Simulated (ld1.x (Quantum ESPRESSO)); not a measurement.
## Before and after: TM potential for gallium (Ga)

```
Element                 : gallium (Ga)
Generator               : ld1.x (Quantum ESPRESSO) 7.5
Type                    : norm-conserving Troullier–Martins (Kleinman–Bylander form)
Functional              : PBE
Relativity              : fully relativistic
Frozen core             : [Ar] 3d10
Valence charge          : 3
Reference configuration : 4s1.75 4p1.25
Partial waves           : 4s (bound): rc 1.90 bohr; 4p (bound): rc 2.50 bohr; 4d channel at -0.05 Ry: rc 2.10 bohr
Local potential         : all-electron potential smoothed inside 1.80 bohr (lloc = -1)
Core correction         : none
```

Open shells are filled in proportion to 2j + 1 (rel_dist='average').

All-electron outer shells of the reference configuration (PBE, scalar-relativistic, ld1.x):

| shell | level (eV) | outermost node (bohr) | outermost maximum (bohr) |
| --- | --- | --- | --- |
| 3p | -99.37 | 0.24 | 0.56 |
| 3d | -19.65 | – | 0.53 |
| 4s | -9.24 | 0.81 | 1.90 |
| 4p | -2.78 | 0.87 | 2.53 |

Change: wave 4d channel at -0.05 Ry: rc 2.10 bohr becomes 4d channel at 1.28 Ry: rc 2.10 bohr.

Cutoffs: the cutoffs (Ry, on a coarse ladder) from which the occupation-weighted sum of valence levels, in a spherical-Bessel basis at the reference potential, stays within 10 and 1 mRy of its value at 400 Ry; they do not see the model core or the augmentation charge, which bear on the density cutoff. Errors are all-electron minus pseudo energies relative to the spin-unpolarised reference configuration.

Problem. How do hardness, ghosts and transferability respond?

Solution. The potential gets neither clearly harder nor softer (12 Ry and 35 Ry → 12 Ry and 35 Ry); the bound ghost in d disappears; the errors of the 7 common tests hardly move; the range in which the d3/2 phases agree widens (upper end 0.6 → 3.2); the range in which the d5/2 phases agree widens (upper end 0.6 → 3.1).

```csv
quantity,base,changed
"cutoff, loose",12 Ry,12 Ry
"cutoff, tight",35 Ry,35 Ry
bound ghosts,"d3/2, d5/2",none
"error for 4s2 4p1, meV [ΔE -1.60 eV]",+1.0,+1.0
"error for 4s2 4p0, meV [ΔE 4.09 eV]",+17,+17
"error for 4s1 4p0, meV [ΔE 25.21 eV]",+64,+64
"error for 4s2 4p0.5, meV [ΔE 0.43 eV]",+5.4,+5.4
"error for 4s0 4p3, meV [ΔE 11.76 eV]",+72,+72
"error for 4s1 4p2, meV [ΔE 4.93 eV]",+11,+11
"error for 4s1 4p1, meV [ΔE 11.46 eV]",+6.0,+6.0
s: phases at 2.71 bohr within 0.05 rad from the reference energy up to (Ry; the scan ends near 5),1.6,1.6
p1/2: phases at 2.71 bohr within 0.05 rad from the reference energy up to (Ry; the scan ends near 5),2.4,2.4
p3/2: phases at 2.71 bohr within 0.05 rad from the reference energy up to (Ry; the scan ends near 5),2.4,2.4
d3/2: phases at 2.71 bohr within 0.05 rad from the reference energy up to (Ry; the scan ends near 5),0.6,3.2
d5/2: phases at 2.71 bohr within 0.05 rad from the reference energy up to (Ry; the scan ends near 5),0.6,3.1
```

 A true bound ghost makes a file unfit for plane-wave use even where its test errors are small: the radial tests pick states by their node count and pass the ghost by.
